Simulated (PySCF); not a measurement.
MIn for M along the fifth-period p block

PBE0 with double-zeta basis sets in PySCF, for the lowest determinant that a PBE0 search found; no spin–orbit coupling. De refers to high-spin ground-configuration atoms. A positive dipole means M(−)In(+).

```tsv
M	basis	state (unpaired electrons)	Re (Å)	ωe (cm⁻¹)	De (eV)	μ (D)
In	def2-SVP	triplet (σ ↑, π ↑)	3.053	114	1.26	n/a
Sn	def2-SVP	quartet (σ ↑, π ↑↑)	2.850	148	2.02	1.68
Sb	def2-SVP	triplet (π ↑↑)	2.957	145	1.67	1.97
I	def2-SVP	singlet (closed shell)	2.791	176	3.64	3.62
```

By what factor does the harmonic wavenumber vary along the series?

At PBE0 it runs from 114 cm⁻¹ (In2) to 176 cm⁻¹ (InI), a factor of 1.54.

The state changes along the series, so neighbouring rows are not always alike in their bonding.

Spin–orbit coupling is left out, which matters for elements this heavy, above all for dissociation energies. States were picked by a PBE0 search and need not be the measured ground states.
